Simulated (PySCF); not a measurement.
FH6NOSi2, SMILES O[SiH2]N[SiH2]F. Heavy atoms are numbered as in [OH:1][SiH2:2][NH:3][SiH2:4][F:5]. Hydrogens are named by the atom that carries them.

Coordinates come from a B3LYP-D3(BJ)/def2-SVP optimisation. This is a generated structure with no PubChem entry under its InChIKey; it may be hypothetical. Other conformers were not sampled.

Calculation: PySCF with PBE/def2-TZVP.

Atomic charges (e), one atom of each kind:

| atom | Löwdin | Mulliken |
|---|---|---|
| O1 (OH) | -0.12 | -0.48 |
| Si2 (SiH2) | 0.05 | 0.38 |
| N3 (NH) | -0.19 | -0.43 |
| Si4 (SiH2) | 0.06 | 0.46 |
| F5 | -0.01 | -0.30 |
| H on O1 | 0.18 | 0.31 |
| H on Si2 | -0.04 | -0.05 |
| H on N3 | 0.18 | 0.22 |
| H on Si4 | -0.04 | -0.04 |

Computed Mayer and Wiberg (Löwdin basis) orders of the bonds:
```csv
bond,Mayer,Wiberg
O1–Si2,1.25,1.72
Si2–N3,1.11,1.40
N3–Si4,1.18,1.48
Si4–F5,1.12,1.72
```
